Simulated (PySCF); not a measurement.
PySCF input for CH7ClOSi2, SMILES C[SiH2][Si@@H](O)Cl, TDA-B3LYP/def2-SVPD. Geometry: ωB97X-D3(BJ)/def2-SVP. The structure was generated by enumeration; whether it is a known compound was not checked. The values are those of a single conformer.

```python
import numpy as np
from pyscf import gto, scf, dft, tdscf

mol = gto.M(
    atom='''
    C     1.62284020    0.30105324   -2.43072826
    Si    0.42036613   -0.70791030   -1.38966196
    Si    0.18398414    0.26012497    0.70631341
    O    -0.18392209    1.86052644    0.43367162
    Cl   -1.37428832   -0.68721133    1.70724382
    H     1.69408296   -0.09463285   -3.45581143
    H     1.28212158    1.34704177   -2.48303167
    H     2.63114079    0.29095274   -1.98759074
    H     0.89587599   -2.11380962   -1.21544691
    H    -0.93475984   -0.74416322   -2.01513260
    H     1.36172809    0.14362409    1.61409189
    H    -0.29385644    2.43204306    1.20165310
    ''',
    basis='def2-SVPD',
    charge=0,
    spin=0,
    max_memory=1600,
    verbose=4,
)
mf = dft.RKS(mol, xc='b3lyp').density_fit(auxbasis='def2-universal-jkfit')
mf.grids.level = 3
mf.conv_tol = 1e-9
mf.max_cycle = 100
mf.kernel()
mf.grids = dft.Grids(mol).set(level=1).build(with_non0tab=True)  # coarser grid for the response kernel
td = tdscf.TDA(mf)
td.singlet = True
td.nstates = 10
td.conv_tol = 1e-4
td.positive_eig_threshold = 1e-6
td.kernel(x0=td.get_init_guess(mf, 15))
td.analyze()
tt = tdscf.TDA(mf)
tt.singlet = False
tt.nstates = 4
tt.conv_tol = 1e-4
tt.positive_eig_threshold = 1e-6
tt.kernel(x0=tt.get_init_guess(mf, 9))
tt.analyze(verbose=3)
```

Output:

```
PySCF version 2.14.0

[INPUT] verbose = 4
[INPUT] num. atoms = 12
[INPUT] num. electrons = 66
[INPUT] charge = 0
[INPUT] spin (= nelec alpha-beta = 2S) = 0
[INPUT] symmetry False subgroup None
[INPUT] Mole.unit = angstrom
[INPUT] Symbol           X                Y                Z      unit          X                Y                Z       unit  Magmom
[INPUT]  1 C      1.622840200000   0.301053240000  -2.430728260000 AA    3.066723521934   0.568908172513  -4.593410694641 Bohr   0.0
[INPUT]  2 Si     0.420366130000  -0.707910300000  -1.389661960000 AA    0.794376857743  -1.337756587759  -2.626080510126 Bohr   0.0
[INPUT]  3 Si     0.183984140000   0.260124970000   0.706313410000 AA    0.347679635864   0.491564951461   1.334738903008 Bohr   0.0
[INPUT]  4 O     -0.183922090000   1.860526440000   0.433671620000 AA   -0.347562378358   3.515885419112   0.819520589796 Bohr   0.0
[INPUT]  5 Cl    -1.374288320000  -0.687211330000   1.707243820000 AA   -2.597028540989  -1.298641203398   3.226223247656 Bohr   0.0
[INPUT]  6 H      1.694082960000  -0.094632850000  -3.455811430000 AA    3.201352826693  -0.178830168887  -6.530537140842 Bohr   0.0
[INPUT]  7 H      1.282121580000   1.347041770000  -2.483031670000 AA    2.422858644595   2.545540023649  -4.692249814921 Bohr   0.0
[INPUT]  8 H      2.631140790000   0.290952740000  -1.987590740000 AA    4.972135488272   0.549820993792  -3.756002146322 Bohr   0.0
[INPUT]  9 H      0.895875990000  -2.113809620000  -1.215446910000 AA    1.692960262674  -3.994521261271  -2.296861778849 Bohr   0.0
[INPUT] 10 H     -0.934759840000  -0.744163220000  -2.015132600000 AA   -1.766440089842  -1.406264677774  -3.808048718683 Bohr   0.0
[INPUT] 11 H      1.361728090000   0.143624090000   1.614091890000 AA    2.573293146227   0.271410194990   3.050191611982 Bohr   0.0
[INPUT] 12 H     -0.293856440000   2.432043060000   1.201653100000 AA   -0.555308191540   4.595895306549   2.270795255735 Bohr   0.0

nuclear repulsion = 355.623685165454
number of shells = 76
number of NR pGTOs = 262
number of NR cGTOs = 174
basis = def2-SVPD
ecp = {}


******** <class 'pyscf.df.df_jk.DFRKS'> ********
method = DFRKS
initial guess = minao
damping factor = 0
level_shift factor = 0
DIIS = <class 'pyscf.scf.diis.CDIIS'>
diis_start_cycle = 1
diis_space = 8
diis_damp = 0
SCF conv_tol = 1e-09
SCF conv_tol_grad = None
SCF max_cycles = 100
direct_scf = False
XC library pyscf.dft.libxc version 7.1.2
    S. Lehtola, C. Steigemann, M. J. T. Oliveira, and M. A. L. Marques,  SoftwareX 7, 1–5 (2018)
XC functionals = b3lyp
    P. J. Stephens, F. J. Devlin, C. F. Chabalowski, and M. J. Frisch,  J. Phys. Chem. 98, 11623 (1994)
radial grids:
    Treutler-Ahlrichs [JCP 102, 346 (1995); DOI:10.1063/1.469408] (M4) radial grids

becke partition: Becke, JCP 88, 2547 (1988); DOI:10.1063/1.454033
pruning grids: <function nwchem_prune>
grids dens level: 3
symmetrized grids: False
atomic radii adjust function: <function treutler_atomic_radii_adjust>
small_rho_cutoff = 0
Set gradient conv threshold to 3.16228e-05
Initial guess from minao.
tot grids = 154096
******** <class 'pyscf.df.df.DF'> ********
auxbasis = def2-universal-jkfit
init E= -1156.55597285259
  HOMO = -0.299088326858031  LUMO = -0.0572115418328161  gap/eV = 6.58180
cycle= 1 E= -1156.36414753332  delta_E= 0.192  |g|= 0.781  |ddm|= 4.08
  HOMO = -0.198214662451985  LUMO = -0.0163291723252623  gap/eV = 4.94936
cycle= 2 E= -1156.09274278097  delta_E= 0.271  |g|= 1.39  |ddm|= 1.94
  HOMO = -0.279430533722535  LUMO = -0.0255278259681626  gap/eV = 6.90904
cycle= 3 E= -1156.48538677043  delta_E= -0.393  |g|= 0.138  |ddm|= 1.25
  HOMO = -0.28558820318406  LUMO = -0.0202753648354363  gap/eV = 7.21953
cycle= 4 E= -1156.48951958275  delta_E= -0.00413  |g|= 0.0517  |ddm|= 0.226
  HOMO = -0.286898608016844  LUMO = -0.0211828710505038  gap/eV = 7.23049
cycle= 5 E= -1156.49020389865  delta_E= -0.000684  |g|= 0.00894  |ddm|= 0.069
  HOMO = -0.285812379545725  LUMO = -0.0208073571850398  gap/eV = 7.21115
cycle= 6 E= -1156.49022835905  delta_E= -2.45e-05  |g|= 0.0024  |ddm|= 0.0166
  HOMO = -0.285950020297793  LUMO = -0.0209148791597857  gap/eV = 7.21197
cycle= 7 E= -1156.49022993191  delta_E= -1.57e-06  |g|= 0.000462  |ddm|= 0.00416
  HOMO = -0.285968197194073  LUMO = -0.0209402760635791  gap/eV = 7.21178
cycle= 8 E= -1156.49022998244  delta_E= -5.05e-08  |g|= 0.000201  |ddm|= 0.000937
  HOMO = -0.285955937491445  LUMO = -0.020929464963344  gap/eV = 7.21174
cycle= 9 E= -1156.4902299948  delta_E= -1.24e-08  |g|= 2.4e-05  |ddm|= 0.00032
  HOMO = -0.285958940343903  LUMO = -0.0209310314829074  gap/eV = 7.21178
cycle= 10 E= -1156.49022999495  delta_E= -1.47e-10  |g|= 8.11e-06  |ddm|= 5.39e-05
  HOMO = -0.285958352080077  LUMO = -0.0209300657260543  gap/eV = 7.21179
Extra cycle  E= -1156.49022999494  delta_E= 6.59e-12  |g|= 9.97e-06  |ddm|= 3.06e-05
converged SCF energy = -1156.49022999494
tot grids = 46808
Overwritten attributes  positive_eig_threshold  of <class 'pyscf.tdscf.rks.TDA'>


******** <class 'pyscf.tdscf.rks.TDA'> for <class 'pyscf.df.df_jk.DFRKS'> ********
nstates = 10 singlet
deg_eia_thresh = 1.000e-03
wfnsym = None
conv_tol = 0.0001
eigh lindep = 1e-12
eigh level_shift = 0
eigh max_cycle = 100


Excitation energies (eV)
[6.31002069 6.43028904 7.40142219 7.44200458 7.47429223 7.54760788
 7.61204235 7.72343745 7.82200268 7.90420348]

** Singlet excitation energies and oscillator strengths **
Excited State   1:      6.31002 eV    196.49 nm  f=0.0139
      33 -> 34        0.69652
Excited State   2:      6.43029 eV    192.81 nm  f=0.0223
      33 -> 35       -0.69198
Excited State   3:      7.40142 eV    167.51 nm  f=0.0166
      30 -> 34        0.24472
      32 -> 34        0.59405
      32 -> 35       -0.21346
Excited State   4:      7.44200 eV    166.60 nm  f=0.0067
      32 -> 34       -0.11930
      32 -> 35       -0.17573
      33 -> 36        0.30349
      33 -> 37       -0.58201
Excited State   5:      7.47429 eV    165.88 nm  f=0.0498
      30 -> 34       -0.18325
      32 -> 34        0.16471
      32 -> 35        0.37864
      33 -> 36       -0.35242
      33 -> 37       -0.36628
      33 -> 38        0.10398
Excited State   6:      7.54761 eV    164.27 nm  f=0.1412
      31 -> 35        0.10197
      32 -> 34       -0.18282
      32 -> 35       -0.42475
      33 -> 36       -0.47466
Excited State   7:      7.61204 eV    162.88 nm  f=0.0207
      28 -> 34        0.13374
      30 -> 34       -0.54257
      30 -> 35        0.15783
      31 -> 34        0.17652
      31 -> 35       -0.11524
      32 -> 34        0.15422
      32 -> 35       -0.26631
Excited State   8:      7.72344 eV    160.53 nm  f=0.0122
      29 -> 34       -0.13661
      30 -> 34        0.20547
      31 -> 34        0.62525
      33 -> 38        0.10656
Excited State   9:      7.82200 eV    158.51 nm  f=0.0022
      30 -> 35        0.22514
      31 -> 35        0.41015
      33 -> 38       -0.48251
Excited State  10:      7.90420 eV    156.86 nm  f=0.0910
      28 -> 34       -0.41838
      28 -> 35        0.10806
      29 -> 35       -0.22366
      30 -> 34       -0.18870
      30 -> 35       -0.33652
      31 -> 35        0.26775

** Transition electric dipole moments (AU) **
state          X           Y           Z        Dip. S.      Osc.
  1        -0.0545      0.2089     -0.2073      0.0896      0.0139
  2        -0.3057     -0.1266      0.1789      0.1415      0.0223
  3         0.1682      0.2468     -0.0490      0.0916      0.0166
  4         0.0026     -0.1411     -0.1300      0.0368      0.0067
  5         0.2344      0.1720      0.4327      0.2717      0.0498
  6        -0.1389      0.3177      0.8021      0.7635      0.1412
  7        -0.2312      0.2328      0.0588      0.1112      0.0207
  8         0.1633      0.0084     -0.1946      0.0646      0.0122
  9         0.0495      0.0846      0.0411      0.0113      0.0022
 10         0.2409      0.2072     -0.6073      0.4697      0.0910

** Transition velocity dipole moments (imaginary part, AU) **
state          X           Y           Z        Dip. S.      Osc.
  1         0.0102      0.0091     -0.0169      0.0005      0.0014
  2        -0.0043     -0.0048      0.0574      0.0033      0.0094
  3         0.0268      0.0611     -0.0077      0.0045      0.0111
  4         0.0120     -0.0373     -0.0284      0.0023      0.0057
  5         0.0471      0.0301      0.1137      0.0160      0.0389
  6        -0.0307      0.0900      0.1811      0.0418      0.1005
  7        -0.0704      0.0478      0.0211      0.0077      0.0183
  8         0.0338      0.0104     -0.0577      0.0046      0.0108
  9         0.0056      0.0255      0.0027      0.0007      0.0016
 10         0.0764      0.0310     -0.1368      0.0255      0.0585

** Transition magnetic dipole moments (imaginary part, AU) **
state          X           Y           Z
  1        -0.4924     -0.3784      0.3645
  2         0.1520     -0.6186      0.1095
  3         0.2578      0.2233      0.5333
  4        -0.4280      0.4022      0.1489
  5         0.0637     -0.0785     -0.4570
  6         0.3386      0.0613      0.2712
  7         0.2697      0.3663     -0.5710
  8        -0.0142      0.1550      0.2867
  9        -0.5019      0.5757     -0.1710
 10        -0.5311      0.0116      0.0584


******** <class 'pyscf.tdscf.rks.TDA'> for <class 'pyscf.df.df_jk.DFRKS'> ********
nstates = 4 triplet
deg_eia_thresh = 1.000e-03
wfnsym = None
conv_tol = 0.0001
eigh lindep = 1e-12
eigh level_shift = 0
eigh max_cycle = 100


Excitation energies (eV)
[5.79849503 5.82276623 6.85970335 7.06951639]

** Triplet excitation energies and oscillator strengths **
Excited State   1:      5.79850 eV    213.82 nm  f=0.0000
Excited State   2:      5.82277 eV    212.93 nm  f=0.0000
Excited State   3:      6.85970 eV    180.74 nm  f=0.0000
Excited State   4:      7.06952 eV    175.38 nm  f=0.0000
```

The run converged.
